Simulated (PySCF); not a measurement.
Gas-phase reaction: CuH + HCl → CuCl + H2

Computed with PySCF (xtb for GFN2) and rigid-rotor harmonic-oscillator thermochemistry at 1 bar. † marks an energy on the PBE0/def2-TZVP geometry and frequencies; other levels use their own. MP2 and CCSD(T) freeze the core. 6-31G* has spherical d functions here. All species are closed-shell singlets. Cu: all electrons, no relativistic terms. MP2 isn't extrapolated to the basis-set limit; its ΔH°(298 K) is -118.2 kJ in def2-SVP and -109.3 kJ in def2-TZVPP. CCSD(T) isn't extrapolated to the basis-set limit; its ΔH°(298 K) is -106.3 kJ in def2-SVP and -103.5 kJ in def2-TZVPP. The harmonic model lacks anharmonicity and excited electronic states, which grow with temperature; levels with a mode under 35 cm⁻¹ are left out. Warning, large T1 diagnostic: CuCl, CuH (CCSD(T)/def2-SVP†, CCSD(T)/def2-TZVPP†).

| level | ΔE electronic, kJ | ΔH°(298 K), kJ | ΔS°(298 K), J/K | ΔG°(1000 K), kJ |
|---|---|---|---|---|
| CCSD(T)/def2-SVP† | -107 | -106 | -15 | -94 |
| CCSD(T)/def2-TZVPP† | -104 | -104 | -15 | -91 |
| GFN2-xTB | 60 | 60 | -13 | 69 |
| HF/6-31G* | -186 | -185 | -15 | -173 |
| HF/def2-TZVP† | -144 | -143 | -15 | -131 |
| MP2/def2-TZVPP† | -110 | -109 | -15 | -97 |
| PBE/def2-SVP | -93 | -93 | -15 | -81 |
| PBE/def2-TZVP† | -87 | -86 | -15 | -74 |
| r2SCAN/def2-TZVP† | -103 | -102 | -15 | -90 |
| LDA/def2-TZVP† | -78 | -78 | -15 | -65 |
| ωB97X-V/def2-TZVP† | -114 | -113 | -15 | -101 |
ΔH° is lowest at HF/6-31G* and highest at GFN2-xTB. No reference value is set beside these.
